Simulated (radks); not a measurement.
Results of a calculation; reference values are marked as such.
Ni2+, configuration [Ar] 3d8 (the NIST ground configuration).

Code: a radial shooting solver on a logarithmic mesh with Libxc functionals. Model: scalar-relativistic Kohn-Sham, exchange-only B88, spin-unpolarised, spherical densities, point nucleus.

Energy parts (hartree):
part                   energy
total             -1518.64892
kinetic            1540.87801
electron-nucleus  -3628.29451
Hartree             630.65140
exchange            -61.88382

Orbitals (lengths in bohr, moments of r in powers of bohr):
orbital,occ.,eigenvalue (hartree),<r>
1s,2,-302.5790,0.05409
2s,2,-36.76183,0.2450
2p,6,-31.73123,0.2153
3s,2,-4.75745,0.7408
3p,6,-3.30332,0.7791
3d,8,-1.00253,0.9742

The highest occupied level is 3d at -27.280 eV. Summed over all electrons, <r^2> = 16.02 bohr^2, which gives a Langevin (diamagnetic) susceptibility term of -12.7 x 10^-6 cm^3/mol.
